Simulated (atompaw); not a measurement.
**LDA (PW92) PAW (atompaw) dataset for N (Z = 7), scalar-relativistic all-electron reference.**

atompaw 4.2.0.5 input, output lines left out:

```
N 7
LDA-PW scalarrelativistic loggrid 1500 logderivrange -31 5 361
2 2 0 0 0 0
2 1 2
0 0 0
v
v
v
2
1.60 1.20 1.10 1.60
n
y
1
n
y
0.2
y
1.9
n
custom polynom vanderbiltortho sinc
bessel
0.40
1.60
1.60
1.60
1.40
1.60
```

- Cutoffs needed: over 300 Ry and over 300 Ry (the cutoffs (Ry, on a coarse ladder) from which the occupation-weighted sum of valence levels, in a spherical-Bessel basis at the reference potential, stays within 10 and 1 mRy of its value at 400 Ry)
- Ghost test: no extra level below or beside the all-electron valence levels (s, p, d, f tested) (spherical-Bessel basis up to 400 Ry, 20 bohr box)
- Lowest eigenvalue of the overlap operator: 0.63 (s channel)
- Overlap eigenvalues printed by atompaw (projector basis): 0.647, 0.681, 1.84, 13.9, 5.76e+03, 9.06e+03
- Share of each valence orbital outside the PAW sphere: 1s 0 %, 2s 22 %, 2p 26 %
